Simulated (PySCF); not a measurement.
**Ionisation energy of La²⁺ by level of theory**

La²⁺ [Xe] 5d1 (2D) → La³⁺ [Xe] (1S), as a difference of total energies. Computed with PySCF 2.14 in def2-TZVPPD with the def2 core potential (46 electrons) (6s5p3d2f1g, 59 functions), with scalar relativity through the core potential. Correlated levels: valence: nothing frozen outside the core potential. The calculations carry no spin-orbit coupling.

```json
{"method": "UHF", "ionisation energy (eV)": "18.160", "difference from reference (eV)": "-1.017"}
{"method": "LDA", "ionisation energy (eV)": "19.066", "difference from reference (eV)": "-0.111"}
{"method": "PBE", "ionisation energy (eV)": "19.090", "difference from reference (eV)": "-0.087"}
{"method": "PBE0", "ionisation energy (eV)": "19.049", "difference from reference (eV)": "-0.128"}
{"method": "r2SCAN", "ionisation energy (eV)": "18.943", "difference from reference (eV)": "-0.234"}
{"method": "TPSS", "ionisation energy (eV)": "18.931", "difference from reference (eV)": "-0.246"}
{"method": "r2SCAN0", "ionisation energy (eV)": "18.979", "difference from reference (eV)": "-0.198"}
{"method": "PBEsol", "ionisation energy (eV)": "19.013", "difference from reference (eV)": "-0.164"}
{"method": "BP86", "ionisation energy (eV)": "19.152", "difference from reference (eV)": "-0.025"}
{"method": "MP2 (valence)", "ionisation energy (eV)": "18.612", "difference from reference (eV)": "-0.565"}
{"method": "SCS-MP2 (valence)", "ionisation energy (eV)": "18.570", "difference from reference (eV)": "-0.607"}
```

Reference: 19.177 eV (measured; NIST Atomic Spectra Database, ionization energies).

The reference lies between the lowest fine-structure levels, while these numbers refer to the centres of the terms.

Errors of the correlated levels include the incompleteness of this basis.
